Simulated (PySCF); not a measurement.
Al(Me)2 (C₂H₆Al), SMILES [Al]([CH3])[CH3], multiplicity 2.

Geometry: B3LYP-D3(BJ)/def2-TZVP. The spin state was assumed, not searched. The isomer is the one that the SMILES or the coordinates give; other isomers of the formula were not compared.

Two levels are set side by side: PBE/def2-TZVPD (PySCF) and ωB97X/def2-TZVPD (PySCF). Same geometry, gas phase. Differences are taken from unrounded values.

```tsv
quantity	ωB97X	PBE	PBE minus ωB97X
α-spin orbital gap (eV)	7.78	1.99	-5.79
β-spin orbital gap (eV)	9.30	3.79	-5.50
dipole moment (D)	0.41	0.44	0.03
mean polarisability (bohr³)	67.5	72.8	5.3
```

PBE's more diffuse valence density responds more strongly to a field. Differences between two approximate levels are no errors against the true value.

Rough cost on one machine, each run with all the roots and properties that it gave: ωB97X against PBE within a factor of 2.
